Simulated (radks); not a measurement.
Question: Valence configurations of Gd IV (all share [Xe]). Method: Dirac Kohn-Sham, BLYP, spin-unpolarised, spherical densities, finite nucleus; open shells fill j = l - 1/2 first; Fermi nuclear charge, rms radius 5.1569 fm; computed with a radial shooting solver on a logarithmic mesh with Libxc functionals. Order these by energy: 4f6 6p1; 4f5 6s2; 4f4.5 6s2 6p0.5; 4f6 5d1; 4f6.5 6s0.5; 4f6 6s1; 4f6.5 6p0.5; 4f7; 4f5 5d2; 4f6.5 5d0.5.

Answer: From the lowest, in eV above it: 4f7 0.000; 4f6.5 5d0.5 4.638; 4f6.5 6s0.5 5.988; 4f6.5 6p0.5 8.439; 4f6 5d1 10.574; 4f6 6s1 13.997; 4f6 6p1 19.105; 4f5 5d2 27.569; 4f5 6s2 37.567; 4f4.5 6s2 6p0.5 55.869. NIST lists [Xe] 4f7 as the ground configuration; this level of theory agrees among the configurations tried. The energies are those of spherical spin-averaged densities, not of single terms.
